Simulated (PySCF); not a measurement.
Computed with TPSSh-D3(BJ)/def2-TZVP // r2SCAN-D4/def2-SVP run with PySCF. Isolated molecules, 0 K electronic values unless said otherwise. One relaxed conformer stands for a flexible species; it need not be the lowest. 

Reference species: [Y(F)2(NH2)] (neutral, multiplicity 1).

The mean distance from the central atom to its bonded neighbours comes out as 2.052 Å. The HOMO is -6.38 eV.

Changed species: [Y(F)(NH2)2] (2 of 3 F replaced by NH2; the reference has 1 of 3 F replaced by NH2).

Task: What does the change do to the mean distance from the central atom to its bonded neighbours and HOMO?

Result: the mean distance from the central atom to its bonded neighbours rises by 0.053 Å, to 2.105 Å; the HOMO rises by 0.45 eV, to -5.93 eV.
